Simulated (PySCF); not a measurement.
Curvature of the energy in the electron number along the 3d series

Calculated with PySCF 2.14, in x2c-TZVPall, spin-free X2C: one orbital is emptied in steps, and each cell gives the departure of E from the straight line at half an electron, in eV (from a cubic fit). The exact functional gives zero.

```tsv
species	orbital	LDA	PBE	r2SCAN	PBE0	BHandHLYP	LC-wPBE	UHF
Sc	4s beta	-0.69	-0.70	-0.49	-0.42	-0.34	0.09	0.04
Ti	4s beta	-0.67	-0.64	-0.51	-0.46	-0.36	0.02	0.04
Cr	4s alpha	-0.75	-0.74	-0.66	-0.53	-0.34	0.02	0.04
Mn	4s beta	-0.74	-0.70	-0.55	-0.50	-0.41	0.01	0.04
Cu	4s alpha	-0.87	-0.86	-0.75	-0.61	-0.43	0.00	0.03
Zn	4s beta	-0.94	-0.92	-0.79	-0.65	-0.45	-0.01	0.07
```

**Question.** How does the mean departure depend on the functional?

**Answer.** LDA -0.78 eV; PBE -0.76 eV; r2SCAN -0.62 eV; PBE0 -0.53 eV; BHandHLYP -0.39 eV; LC-wPBE 0.02 eV; UHF 0.04 eV. Semilocal functionals are convex (delocalisation error), Hartree-Fock is concave or straight, and exact exchange removes curvature roughly in proportion to its share, so among the functionals the range-separated hybrids usually come closest to zero.
